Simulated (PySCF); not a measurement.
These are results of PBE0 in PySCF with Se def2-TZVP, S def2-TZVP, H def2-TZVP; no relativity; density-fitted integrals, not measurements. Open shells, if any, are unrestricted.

**Question.** What shape and geometry does isolated singlet H₂SeS take (every ligand bound to Se)?

**Answer.** Counting electrons, selenium keeps 2 of its valence electrons outside its bonds, so the VSEPR class is AX3E1 and the expected shape is trigonal pyramidal; with unlike ligands the computed point group is Cs. The lowest minimum found is a singlet of Cs symmetry with Se–H 1.500 Å (×2), Se–S 2.093 Å; H–Se–H 88.0°, H–Se–S 106.4° (×2). Its harmonic wavenumbers are 473 (a'), 734 (a''), 768 (a'), 1057 (a'), 2205 (a''), 2220 (a') cm⁻¹ and its dipole moment is 4.01 D.

This need not be the most stable arrangement of these atoms.
